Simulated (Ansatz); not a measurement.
```xyz
4

Cl   -0.066   -0.939   -1.910
Ga    0.024   -0.004   -0.016
Cl    1.894    0.646    0.728
Br   -1.852    0.297    1.198
```

Charge 0, multiplicity 1.

Q: List the B3LYP/def2-TZVPP orbital energies in eV (Ansatz 0.2.0). (Estimate.)

A: Computed: Occupied: -13139.75, -10139.95, -2762.95, -2762.95, -1701.40, -1533.10, -1533.05, -1533.04, -1251.61, -1108.87, -1108.77, -1108.77, -257.68, -257.68, -237.18, -196.70, -196.70, -196.57, -196.57, -196.55, -196.55, -178.04, -177.86, -177.83, -151.76, -105.17, -104.97, -104.96, -72.33, -72.28, -72.26, -72.11, -72.11, -25.14, -25.08, -24.95, -24.87, -24.86, -22.69, -22.25, -21.43, -13.29, -10.96, -10.73, -9.99, -9.42, -9.35, -9.28, -8.94, -8.72. Lowest empty: -2.36, -1.83, 1.33, 1.37, 2.35, 3.59, 3.72, 4.21.

B3LYP here is the variant with VWN-RPA as its local correlation; programs differ in this.
